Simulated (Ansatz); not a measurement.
Gas-phase electronic energies from Ansatz, PBE0-D4/def2-TZVP geometries. CBS: MP2 limit from def2 TZ/QZ plus the TZ coupled-cluster correction, frozen cores. This one scheme is used for every species. Functionals use def2-TZVPP. B3LYP here is the variant with VWN-RPA as its local correlation; programs differ in this. Each species was taken in one conformer, which may not be the lowest.

`C#C[SiH2]O` + `[SiH3]S` → `C#C[SiH2]S[SiH3]` + H₂O  (ligand exchange at the Si–O bond)

CCSD(T)/CBS gives +22.7 kJ/mol.

(1) Another level gave +29.2 kJ/mol. Which?
A. PBE/def2-TZVPP
B. HF/def2-TZVPP
C. B3LYP/def2-TZVPP
D. ωB97X-V/def2-TZVPP

Largest T1 diagnostic among the species: 0.012.

## Answers

(1) D. ωB97X-V 29.2, PBE 24.0, HF/def2-TZVPP 53.0, B3LYP 42.1 kJ/mol.

In def2-TZVPP, CCSD(T) changes the Hartree–Fock value by −24.5 kJ/mol (the triples alone add −4.7 kJ/mol) and MP2 by −30.8 kJ/mol. The D4 term adds −14.4 kJ/mol with B3LYP and −8.2 kJ/mol with PBE0; it sums over pairs of atoms, weighted by their polarisabilities, and B3LYP, whose exchange is more repulsive, gets the larger term.
